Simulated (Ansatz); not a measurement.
System: CaCl$_{2}$, charge 0, multiplicity 1. 
Geometry from a B3LYP-D3(BJ)/def2-TZVP (Ansatz, a quantum-chemistry and plane-wave program) optimisation:
SMILES: [Ca]([Cl])[Cl]
```xyz
3

Ca     0.0000     0.0000     0.0000
Cl     0.0000     0.0000     2.4696
Cl     0.0000     0.0000    -2.4696
```

Parts of the frozen-core correlation energy in STO-3G (Ansatz, hartree). Frozen orbitals: 19; correlated occupied orbitals by spin: 8 and 8; virtual: 4 and 4. Spin-orbit coupling is left out. Non-relativistic.

| term | value |
|---|---|
| reference (HF) | -1579.27203 |
| MP2 opposite-spin | ? |
| MP2 same-spin | -0.00304 |
| CCSD correlation | ? |
| (T) | ? |
| FCI minus CCSD(T) | -0.00021 |
| T1 diagnostic | 0.013 |
| largest doubles amplitude | 0.050 |

### Question
Complete the blanks.

### Answer

- MP2 opposite-spin, value: -0.01224
- CCSD correlation, value: -0.01895
- (T), value: -0.00162
